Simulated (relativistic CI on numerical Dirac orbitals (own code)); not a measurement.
## Nb VIII: sensitivity of the levels to the model

Base calculation: Dirac-Coulomb-Breit CI, separate exchange-only KLI orbitals for each configuration, model QED, unscaled Slater integrals.

Configurations in the expansion (outside the closed core [Ar] 3d10): 4s²4p⁴, 4s4p⁵, 4p⁶, 4s²4p³4d, 4s4p⁴4d, 4s²4p³4f, 4s²4p³5s, 4s4p⁴4f, 4p⁵4d, 4s²4p³5p, 4s4p³4d², 4s²4p²4d5p, 4p⁴4d², 4p³4d³, 4p³4d²4f, 4p³4d²5s. Double excitations out of closed p, d and f shells are left out; levels of such configurations are missing from the list, as are those of other unlisted configurations, and high levels can miss mixing partners. These lack a partner that the ground configuration has and come out too high: 4s²4p³5p.

Variants: (1) valence Slater integrals scaled by 0.9; (2) QED terms removed; (3) only the first 3 configurations. Shifts of the energy above 4s²4p⁴ ³P2, in cm⁻¹, for the lowest level and the first level of each name with at least 55 % of one term (blank where a level changes its place among those of its configuration and J or its character, or is not in the variant):

```tsv
Level	Base	Δ(1)	Δ(2)	Δ(3)
4s²4p⁴ ³P2	0.0	0.0	0.0	0.0
4s²4p⁴ ³P0	15866.3	-590.2	-20.2	-1763.1
4s²4p⁴ ³P1	16430.6	+228.4	-36.8	+142.0
4s²4p⁴ ¹D2	32823.1	-1479.4	-32.7	+1305.0
4s²4p⁴ ¹S0	72423.3	-4491.4	-39.4	-9539.3
4s4p⁵ ³P°2	203005.4	+5839.1	+431.4	+34083.0
4s4p⁵ ³P°1	214019.1	+5755.5	+407.9	+35184.2
4s4p⁵ ³P°0	222013.1	+5938.2	+388.7	+35188.8
4s4p⁵ ¹P°1	264305.9	+2401.1	+310.1	+59922.9
4s²4p³4d ⁵D°0	283654.9	+5208.9	+3.7	
4s²4p³4d ⁵D°1	284045.7	+5255.5	+1.7	
4s²4p³4d ⁵D°2	284144.6	+5168.9	+1.8	
4s²4p³4d ⁵D°3	284358.7	+5099.8	+1.1	
4s²4p³4d ⁵D°4	285806.8	+5161.5	-5.1
```

At this charge configurations can still be misplaced by up to about 7 % of their energy.

Ionisation energy from the two ground configurations alone: base 136.199 eV; valence Slater integrals scaled by 0.9 136.437 eV. The NIST ASD value (theoretical) is 136 eV.

LS names give the leading component of a level, which can be under half, so a name can repeat, a term be missing and a line seem to break the LS rules.
